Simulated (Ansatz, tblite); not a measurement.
Forces on the cluster Ru4⁻ at its PBE0-D4/def2-SVPD geometry. Charge -1, multiplicity 2.

In the def2 sets Ru takes a core potential; there is no spin–orbit coupling. The xTB rows come from tblite. At r2SCAN-D4/def2-TZVPD the charge -1 doublet is spin-contaminated (final ⟨S²⟩ up to 5.16, 0.75 for a pure state). At r2SCAN-D4/def2-TZVPD the highest occupied level of the charge -1 doublet lies above zero (up to 0.24 eV). The electron is either unbound and held by the finite basis, or the level is raised by self-interaction error. The order of the spin states hangs on the level: the quartet lies 0.40 eV below the doublet at PBE0-D4/def2-TZVPD, but 0.88 eV above it at GFN1-xTB. The structure comes from a short search, and lower isomers may exist.

GFN1-xTB (tblite), largest force 5.15 eV/Å:

```xyz
4
positions Å, forces eV/Å
Ru   -0.456   -1.323    0.391    2.159    3.748   -0.876
Ru    1.220    0.708   -0.541   -4.050   -2.910    1.277
Ru   -1.037   -0.036   -1.437    2.471    0.538    2.505
Ru    0.273    0.651    1.588   -0.580   -1.377   -2.906
```

GFN2-xTB (tblite), largest force 1.33 eV/Å:

```
Ru 1.017 0.439 0.505
Ru -0.710 -0.957 -0.600
Ru 0.305 0.788 -0.235
Ru -0.612 -0.269 0.330
```

r2SCAN-D4/def2-TZVPD (Ansatz), largest force 1.02 eV/Å:

```
Ru 0.184 0.829 -0.266
Ru -0.898 -0.404 0.274
Ru 0.708 -0.066 0.690
Ru 0.006 -0.359 -0.698
```
